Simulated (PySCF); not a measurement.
Gas-phase reaction: 2 BrF + 2 HOF ⇌ 2 HBr + 2 FO + F₂

Method: PySCF energies plus ideal-gas RRHO corrections (1 bar). † marks an energy on the PBE0/def2-TZVP geometry and frequencies; other levels use their own. MP2 and CCSD(T) freeze the core. 6-31G* has spherical d functions here. Open shells (unrestricted): FO (multiplicity 2); the rest are closed-shell singlets. Spin-orbit splitting is ignored; it lowers the true energy and changes the entropy of FO. B3LYP is the form with VWN-RPA correlation. Br: all electrons, no relativistic terms. MP2 isn't extrapolated to the basis-set limit. CCSD(T) isn't extrapolated to the basis-set limit.

```csv
level,"ΔH°(298 K), kJ"
B3LYP/6-31G*,349
B3LYP/def2-TZVP†,404
CCSD(T)/def2-SVP†,[?]
M06-2X/def2-TZVP†,439
MP2/def2-SVP†,[?]
MP2/def2-TZVPP†,473
PBE/def2-SVP,365
PBE0/def2-SVP†,[?]
PBE0/def2-TZVP,396
ωB97M-V/def2-TZVP†,422
ωB97X-V/def2-TZVP†,[?]
```

### Question
What belongs in the gaps?

### Answer

- CCSD(T)/def2-SVP†, ΔH°(298 K), kJ: 346
- MP2/def2-SVP†, ΔH°(298 K), kJ: 400
- PBE0/def2-SVP†, ΔH°(298 K), kJ: 356
- ωB97X-V/def2-TZVP†, ΔH°(298 K), kJ: 404
